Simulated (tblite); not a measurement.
Isomers of C6H11O (doublet state). Level: GFN2-xTB in tblite, geometry and Hessian alike; calculated harmonic values, unscaled, isolated species. This tight-binding method is rough: wavenumbers can miss measured ones by several per cent, in bad cases by 10 to 20. One conformer each. Open shells enter through the occupations alone, without spin polarisation, and single modes of such species can be off by tens of per cent.

Electronic energies: GFN2-xTB at the same geometries; isomer energies are rough at this level and their order can be wrong.

| SMILES | electronic energy, lowest = 0 (kJ/mol) |
| --- | --- |
| [CH2]CC(=C)[C@@H](C)O | 156.8 |
| CO[C@H]1[CH]CCC1 | 48.2 |
| [O]CC1CCCC1 | 63.5 |
| CCC[C](C)C=O | 23.2 |
| C[C@@H]1CCC[C]1O | 0.0 |
| C=C(C)[CH]CCO | 80.9 |
| C=C[C](C)COC | 93.7 |
| [H]/[C]=C\C[C@@H](O)CC | 202.9 |
| C=C[CH][C@@H](O)CC | 86.9 |

Q: How do GFN2-xTB zero-point energies change the relative energies?

A: 
| SMILES | ZPE (kJ/mol) | of it from modes above 1550 cm⁻¹ | electronic (kJ/mol) | with ZPE, lowest = 0 (kJ/mol) | lowest mode (cm⁻¹) | rings |
| --- | --- | --- | --- | --- | --- | --- |
| C[C@@H]1CCC[C]1O | 410.5 | 198.8 | 0.0 | 0.0 | 66 | 1 |
| CCC[C](C)C=O | 403.9 | 205.4 | 23.2 | 16.6 | 34 | 0 |
| CO[C@H]1[CH]CCC1 | 406.3 | 194.1 | 48.2 | 44.1 | 88 | 1 |
| [O]CC1CCCC1 | 407.8 | 193.1 | 63.5 | 60.8 | 24 | 1 |
| C=C(C)[CH]CCO | 401.9 | 201.9 | 80.9 | 72.2 | 50 | 0 |
| C=C[CH][C@@H](O)CC | 400.8 | 202.6 | 86.9 | 77.2 | 51 | 0 |
| C=C[C](C)COC | 398.0 | 196.0 | 93.7 | 81.1 | 40 | 0 |
| [CH2]CC(=C)[C@@H](C)O | 394.4 | 204.7 | 156.8 | 140.6 | 58 | 0 |
| [H]/[C]=C\C[C@@H](O)CC | 400.2 | 211.1 | 202.9 | 192.5 | 49 | 0 |

The zero-point energies span 16.1 kJ/mol, from `[CH2]CC(=C)[C@@H](C)O` to `C[C@@H]1CCC[C]1O`. The order is unchanged.

Q: What do entropy and thermal enthalpy add at 298.15 K and 1 bar (rigid rotor, harmonic oscillator, one conformer each)?

A: 
| SMILES | point group | symmetry number | S (J/(mol K)) | H − H(0) (kJ/mol) | ZPE + H − H(0) − TS (kJ/mol) |
| --- | --- | --- | --- | --- | --- |
| C[C@@H]1CCC[C]1O | C1 | 1 | 364.9 | 23.16 | 324.9 |
| CCC[C](C)C=O | C1 | 1 | 397.9 | 26.25 | 311.5 |
| CO[C@H]1[CH]CCC1 | C1 | 1 | 363.6 | 22.87 | 320.8 |
| C=C(C)[CH]CCO | C1 | 1 | 386.7 | 25.62 | 312.2 |
| C=C[CH][C@@H](O)CC | C1 | 1 | 388.9 | 26.08 | 311.0 |
| C=C[C](C)COC | C1 | 1 | 403.6 | 27.11 | 304.8 |
| [CH2]CC(=C)[C@@H](C)O | C1 | 1 | 376.2 | 24.74 | 306.9 |
| [H]/[C]=C\C[C@@H](O)CC | C1 | 1 | 394.6 | 26.50 | 309.1 |

S holds R ln(2S + 1) for the spin.

Not tabulated: `[O]CC1CCCC1` (lowest mode only 24 cm⁻¹).
